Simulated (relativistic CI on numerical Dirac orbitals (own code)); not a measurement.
In21+: sensitivity of the levels to the model

Base calculation: Dirac-Coulomb-Breit CI, orbitals from a KLI potential per configuration, model QED (radiative potential, 1s self-energy scaled to tabulated hydrogen-like ionisation energies), unscaled Slater integrals.

Configuration list (outside the closed core [Ne] 3s2): 3p⁶3d¹⁰, 3p⁶3d⁹4s, 3p⁶3d⁹4p, 3p⁶3d⁹4d, 3p⁶3d⁹4f, 3p⁶3d⁸4s², 3p⁵3d¹⁰4s, 3p⁶3d⁸4s4p, 3p⁵3d¹⁰4p, 3p⁶3d⁹5s, 3p⁶3d⁸4p², 3p⁶3d⁹5p, 3p⁶3d⁸4s4d, 3p⁶3d⁹5d, 3p⁶3d⁸4p4d, 3p⁵3d¹⁰4d. Levels of other configurations are missing.

Variants: (1) configuration mixing switched off. Shifts of the energy above 3p⁶3d¹⁰ ¹S0, in eV, for the lowest level and the first level of each name with at least 55 % of one term (blank where a level changes its place among those of its configuration and J or its character, or is not in the variant):

```tsv
Level	Base	Δ(1)
3p⁶3d¹⁰ ¹S0	0.000	0.000
3p⁶3d⁹4s ³D3	411.049	+0.200
3p⁶3d⁹4s ³D1	419.035	+0.194
3p⁶3d⁹4p ³P°2	453.830	+0.319
3p⁶3d⁹4p ³F°2	462.100	+0.146
3p⁶3d⁹4p ³P°1	463.090	+0.254
3p⁶3d⁹4p ³F°4	464.662	+0.148
3p⁶3d⁹4p ¹D°2	466.174	+0.127
3p⁶3d⁹4p ¹P°1	466.741	+0.290
3p⁶3d⁹4p ³D°3	467.340	+0.046
3p⁶3d⁹4p ³P°0	470.774	+0.402
3p⁶3d⁹4p ³D°1	473.822	+0.158
3p⁶3d⁹4p ³D°2	474.980	+0.053
3p⁶3d⁹4d ³S1	531.962	+0.717
3p⁶3d⁹4d ³G4	535.382	-0.042
3p⁶3d⁹4d ³G5	536.802	-0.048
3p⁶3d⁹4d ³F4	539.475	-0.033
3p⁶3d⁹4d ³P0	540.272	+0.227
3p⁶3d⁹4d ³G3	543.249	-0.046
3p⁶3d⁹4d ³F2	545.906	+0.011
3p⁶3d⁹4d ¹S0	570.692	+3.911
3p⁶3d⁹4f ³P°0	607.330	+0.247
```

At this charge energies of transitions that change n are usually good to better than 1 %, and those within a shell (Δn = 0) to a few per cent.

Ionisation energy from the two ground configurations alone: base 1043.65 eV. The NIST ASD value (theoretical) is 1043 eV.

LS names give the leading component of a level, which can be under half, so a name can repeat, a term be missing and a line seem to break the LS rules.
